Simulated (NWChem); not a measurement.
# TiH4O; SMILES [OH][TiH3]

```xyz
6

Ti     0.0000     0.0000     0.4777
O      0.0000     0.0000    -1.2413
H      0.0000     0.0000    -2.2016
H      1.5416     0.4820     0.9922
H     -0.3534    -1.5761     0.9922
H     -1.1883     1.0941     0.9922
```
Atoms are numbered in this order, from 1.

Computed with NWChem. Pople sets run with spherical d functions. Structure relaxed at the PBE0/def2-SVP level. Vzz is the largest principal value of the second derivative of the potential at the nucleus (NWChem prints the opposite sign); η is the asymmetry. Non-relativistic.

| level | Vzz Ti1 (a.u.) | η Ti1 | Vzz O2 (a.u.) | η O2 |
|---|---|---|---|---|
| B3LYP/def2-TZVP | 0.136 | 0.00 | 1.130 | 0.00 |
| B3LYP/6-31G* | ? | 0.00 | ? | 0.00 |
| PBE0/def2-SVP | 0.044 | 0.00 | 1.223 | 0.00 |
| PBE0/cc-pVTZ | 0.074 | 0.00 | 1.134 | 0.00 |

Q: What belongs in the gaps?

A: 
- B3LYP/6-31G*, Vzz Ti1 (a.u.): -0.011
- B3LYP/6-31G*, Vzz O2 (a.u.): 1.151
